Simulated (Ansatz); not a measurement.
**GaSiH3F2 (SMILES [F][Ga]([F])[SiH3]): methods side by side**

The species is GaSiH3F2 (7 atoms), meant as a singlet with charge 0. SMILES: `[F][Ga]([F])[SiH3]`. Geometry: optimised at B3LYP/def2-SVP.

```xyz
7

F     0.3434   -1.7279    2.0531
Ga    0.7535   -0.8791    0.5692
F     2.3171   -1.4175   -0.0267
Si   -0.6395    0.7657   -0.4894
H     0.1891    1.6022   -1.3995
H    -1.2749    1.6090    0.5602
H    -1.6886    0.0477   -1.2670
```

Each level gives the dissociation energy of the Ga2–F1 bond into doublet GaSiH3F and doublet F (shapes relaxed at B3LYP/def2-SVP, no zero-point term) (eV). The values are calculated.

```csv
level,kind,program,value (eV),less CCSD(T)/def2-SVP,CPU time (all runs)
HF/def2-SVP,Hartree–Fock,Ansatz,4.02,-1.41,2.8 s
PBE/def2-SVP,GGA,Ansatz,5.68,+0.25,5.1 s
r2SCAN/def2-SVP,meta-GGA,Ansatz,5.56,+0.13,13 s
B3LYP/def2-SVP,global hybrid,Ansatz,5.45,+0.02,7.6 s
wB97M-V/def2-SVP,range-separated hybrid,Ansatz,5.66,+0.23,33 s
MP2/def2-SVP,perturbation theory,Ansatz,5.79,+0.36,3.3 s
CCSD(T)/def2-SVP,coupled cluster or CI,Ansatz,5.43,0.00,26 s
```

Differences are taken from CCSD(T)/def2-SVP for orientation; it has basis-set and higher-order errors of its own. All-electron rows without a relativistic Hamiltonian named are non-relativistic. The values span 4.02 to 5.79 eV. Hartree–Fock misses the correlation of the electron pair that is broken and comes out low. Measured bond enthalpies also hold zero-point and thermal terms, a few tenths of an eV less. In the correlated wave-function rows the outer d shell of Ga is correlated, in sets not made for it. In so small a basis fixed costs decide the times, and correlated methods can beat functionals. CPU times are rough (shared hosts, several kinds of processor and program).
